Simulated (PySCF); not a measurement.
Two species compared at the same levels of theory.

First species: C2H11OPSi2.
SMILES: `CO[C@@H]([SiH3])[SiH2]P`

Second species: C5H4F2S.
Structure used (GFN2-xTB), in Å, numbered top down from 1:
```
atom  x, y, z in Å
F1    -2.683   -0.376    0.153
C2    -1.877    0.666   -0.219
C3    -0.439    0.284   -0.097
C4     0.086   -0.898    0.313
C5     1.502   -0.915    0.305
C6     2.005    0.268   -0.114
F7     3.291    0.590   -0.239
S8     0.790    1.438   -0.514
H9    -2.138    0.920   -1.255
H10   -2.124    1.512    0.435
H11   -0.518   -1.734    0.613
H12    2.106   -1.755    0.594
```

Levels: CAM-B3LYP/def2-SVPD for dipole moment, HOMO energy, LUMO energy, HOMO–LUMO gap, static isotropic polarisability and electronic spatial extent ⟨r²⟩ about the centre of nuclear charge; TDDFT CAM-B3LYP/def2-SVPD for lowest singlet excitation; TDA CAM-B3LYP/def2-SVPD for lowest triplet excitation (Tamm–Dancoff); GFN2-xTB for rotational constant A and rotational constant C. Geometries: GFN2-xTB. All species are isolated and taken at one optimised geometry, non-relativistic unless stated. Electronic properties by PySCF.

Dipoles, sizes and rotational constants follow the conformer. The torsions of the flexible species, by atom-mapped SMILES:
- `[CH3:1][O:2][C@@H:3]([SiH3:4])[SiH2:5][PH2:6]`: C1–O2–C3–Si4 92°, O2–C3–Si5–P6 9°, H–P6–Si5–C3 -170°, H–P6–Si5–C3 -77°
- `[F:1][CH2:2][c:3]1[cH:4][cH:5][c:6]([F:7])[s:8]1`: F1–C2–C3–C4 0°

Values for the first species:

| Item | Value |
| --- | --- |
| Dipole moment | 1.45 D |
| HOMO energy | -8.16 eV |
| LUMO energy | 0.95 eV |
| HOMO–LUMO gap | 9.11 eV |
| Lowest singlet excitation | 6.16 eV |
| Lowest triplet excitation (Tamm–Dancoff) | 5.50 eV |
| Static isotropic polarisability | 110.8 au |
| Electronic spatial extent ⟨r²⟩ about the centre of nuclear charge | 1347 bohr² |
| Rotational constant A | 2.417 GHz |
| Rotational constant C | 0.908 GHz |

Problem. Estimate the same properties for the second species, and the change in each.

Solution. 
```tsv
property	first	second	second less first
dipole moment	1.45 D	0.61 D	-0.84 D
HOMO energy	-8.16 eV	-8.12 eV	+0.04 eV
LUMO energy	0.95 eV	0.28 eV	-0.67 eV
HOMO–LUMO gap	9.11 eV	8.40 eV	-0.71 eV
lowest singlet excitation	6.16 eV	5.47 eV	-0.69 eV
lowest triplet excitation (Tamm–Dancoff)	5.50 eV	3.55 eV	-1.95 eV
static isotropic polarisability	110.8 au	74.4 au	-36.4 au
electronic spatial extent ⟨r²⟩ about the centre of nuclear charge	1347 bohr²	1193 bohr²	-154 bohr²
rotational constant A	2.417 GHz	4.730 GHz	+2.313 GHz
rotational constant C	0.908 GHz	0.858 GHz	-0.050 GHz
```

On the first: The vertical singlet–triplet gap S1 − T1 is 0.66 eV (TDDFT singlet less Tamm–Dancoff triplet; S1: HOMO→LUMO+1, weight 0.71; T1: HOMO→LUMO, weight 0.50).

On the second: No computed singlet falls in the visible range (750 to 380 nm, 1.65 to 3.26 eV); S1 lies 2.21 eV above its blue end. The principal polarisabilities are 50.5, 83.1 and 89.6 au; their mean is the isotropic value.
